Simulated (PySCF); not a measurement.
Telling isomers of C6H12BP apart by NMR

Calculated, not measured (PySCF 2.14.0 with density-fitted response routines): PBE0-D3(BJ)/def2-SVP geometry, GIAO PBE0/pcSseg-1 shieldings. One computed conformer, one averaged value for each set of equivalent atoms, no solvent, non-relativistic.

Referencing at the same level of theory: 1H (31.27 ppm), 13C (184.41 ppm) vs TMS. Splittings of carbon signals by F and P are missing where no couplings were computed. Where no couplings were computed, multiplicities follow the n + 1 count of equivalent neighbours, and m marks all less simple cases (inequivalent or close neighbours, rings, F or P nearby). Couplings to H on boron are left out. Carbons bonded to boron are broad in practice. Shifts are as computed. Against solution values, carbons near 30 ppm lie about +2 ppm off and those near 130 ppm about +5 ppm. Of 1211 compounds with measured shifts, 218 miss one by over three times the rms of a fit or turn the order of signals round; such compounds aren't used in these exercises.

(1) Tabulate the signals of `[BH3-][P+]1(C#CC)CCC1`, `[BH3-][P+]1(C)C=CCC=C1` and their relative energies.

(2) What is the quickest way to tell [BH3-][P+]1(C#CC)CCC1 from [BH3-][P+]1(C)C=CCC=C1?

Answers

(1) 
| SMILES | carbon types | δC | δH | E rel. (kcal/mol) |
| --- | --- | --- | --- | --- |
| [BH3-][P+]1(C#CC)CCC1 | 2×C 3×CH2 1×CH3 | 114.9, 78.3, 29.6, 22.9, 5.9 | 2.76 (m, 1H), 2.24 (m, 2H), 2.24 (m, 1H), 2.11 (s, 3H), 1.94 (m, 2H), 1.10 (br, 3H) | 31.5 |
| [BH3-][P+]1(C)C=CCC=C1 | 4×CH 1×CH2 1×CH3 | 146.6, 128.5, 33.0, 18.6 | 6.54 (m, 2H), 6.08 (m, 2H), 2.96 (m, 1H), 2.95 (m, 1H), 1.32 (m, 3H), 0.92 (br, 3H) | 0.0 |

Energies are electronic energies at PBE0/pcSseg-1 on these geometries, without zero-point or thermal terms, each for the one conformer computed, which needn't be the lowest.

(2) Count the carbon signals: 5 against 4. The first has an alkyne carbon (C) at 114.9 ppm, the second an alkene CH at 146.6 ppm. In the proton spectra the most deshielded non-exchanging signals are 2.76 (m, 1H) and 6.54 (m, 2H).
